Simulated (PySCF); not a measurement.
Mo(NH)2(F)(OH) (FH3MoN2O), SMILES [NH]=[Mo](=[NH])([F])[OH], multiplicity 1.

Geometry optimised at PBE-D3(BJ)/def2-SVP. The multiplicity is an assumed one; no other spin state was optimised. The structure was generated by enumeration; whether it is a known compound was not checked. The def2 effective core potentials stand for the cores of Mo; spin–orbit coupling is left out. The values are those of a single conformer.

Two levels are set side by side: TDA-PBE/def2-SVPD (PySCF) and TDA-ωB97X/def2-SVPD (PySCF). Vertical, same geometry. The lowest singlet is HOMO→LUMO 66 %, HOMO−1→LUMO 16 %, HOMO→LUMO+1 14 % with PBE and HOMO→LUMO+1 39 %, HOMO→LUMO 36 %, HOMO−1→LUMO 20 % with the other functional; states are paired by order. Differences are taken from unrounded values.

| quantity | TDA-PBE |
|---|---|
| lowest singlet excitation (eV) | 4.28 |
| lowest triplet excitation (TDA) (eV) | 3.72 |

Problem. These are the TDA-PBE values. What does TDA-ωB97X give? (An estimate is asked for; the answer gives what the named calculation found.)

Solution. 
| quantity | TDA-ωB97X | TDA-PBE minus TDA-ωB97X |
|---|---|---|
| lowest singlet excitation (eV) | 4.43 | -0.15 |
| lowest triplet excitation (TDA) (eV) | 3.81 | -0.09 |

Functionals without exact exchange tend to place singlet excitations lower, as here. Differences between two approximate levels are no errors against the true value.

Rough cost on one machine, each run with all the roots and properties that it gave: TDA-ωB97X against TDA-PBE about 4 times.
